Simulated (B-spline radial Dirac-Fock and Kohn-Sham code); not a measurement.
**Two-hole binding energies of Cr³⁺**

System: the Cr³⁺ ion, configuration [Ar] 3d3, inside a Watson sphere of charge -3 and radius 2.7 Å (a model of the Madelung potential; inside it an electron's potential energy is raised by 16.0 eV).

The run's input, task.json:

```json
{"items": [{
  "Z": 24,
  "q": 3,
  "cfg": [[1, 0, 2], [2, 0, 2], [2, 1, 6], [3, 0, 2], [3, 1, 6], [3, 2, 3]],
  "A": 52,
  "rrms": 3.6452,
  "watson": [-3, 2.7],
  "do": ["binding", "quiet", "double"]
}]}
```

Launch: `python xray_run.py task.json out`

The computed values come from a radial atomic solver: ΔSCF Dirac-Fock with Breit, self-energy and vacuum polarisation, finite nucleus, configuration average. U is the two-hole binding energy less the two single-hole energies, the effective repulsion of the holes after relaxation. Each two-hole energy is an average over J within one jj subconfiguration.

```
          holes  E(a) (eV)  E(b) (eV)  E(ab) (eV)  U (eV)
           1s⁻²     6025.5     6025.5     12391.5   340.6
   1s⁻¹ 2p1/2⁻¹     6025.5      621.3      6737.7    90.9
   1s⁻¹ 3p1/2⁻¹     6025.5      78.67      6132.4    28.3
   1s⁻¹ 3p3/2⁻¹     6025.5      77.61      6131.1    28.0
           2s⁻²      735.8      735.8      1530.6    59.1
   2s⁻¹ 2p1/2⁻¹      735.8      621.3      1410.9    53.9
   2s⁻¹ 2p3/2⁻¹      735.8      612.9      1402.2    53.6
        2p1/2⁻²      621.3      621.3      1311.3    68.8
   2s⁻¹ 3p1/2⁻¹      735.8      78.67       840.3    25.9
   2p1/2⁻¹ 3s⁻¹      621.3      113.3       761.3    26.7
2p1/2⁻¹ 3p3/2⁻¹      621.3      77.61       725.1    26.2
2p3/2⁻¹ 3p1/2⁻¹      612.9      78.67       717.9    26.4
        3p1/2⁻²      78.67      78.67           ?       ?
3p1/2⁻¹ 3p3/2⁻¹      78.67      77.61       177.3    21.1
```

Q: Give the missing two-hole energy and U.

A: E(ab) = 179.8 eV and U = 22.5 eV.
